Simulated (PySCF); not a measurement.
## How methods differ on the excitation energy of Zn

Zn [Ar] 3d10 4s2 (1S) → Zn [Ar] 3d10 4s1 4p1 (3P), as a difference of total energies. Computed with PySCF 2.14 in aug-cc-pwCVDZ-PP with ECP10MDF (6s6p5d3f, 70 functions), with a scalar-relativistic core potential. Correlated levels: valence and next inner shell: nothing frozen outside the core potential. The calculations carry no spin-orbit coupling.

```tsv
method	excitation energy (eV)
UHF	2.733
MP2 (valence and next inner shell)	3.879
SCS-MP2 (valence and next inner shell)	3.959
CCSD (valence and next inner shell)	3.876
CCSD(T) (valence and next inner shell)	3.984
```

Problem. How much does correlation contribute at CCSD(T) (valence and next inner shell)?

Solution. 3.984 − (2.733) = 1.251 eV, measured against UHF.

Errors of the correlated levels include the incompleteness of this basis.

For comparison: 4.054 eV (measured; NIST levels, between the centres of gravity of the two terms).
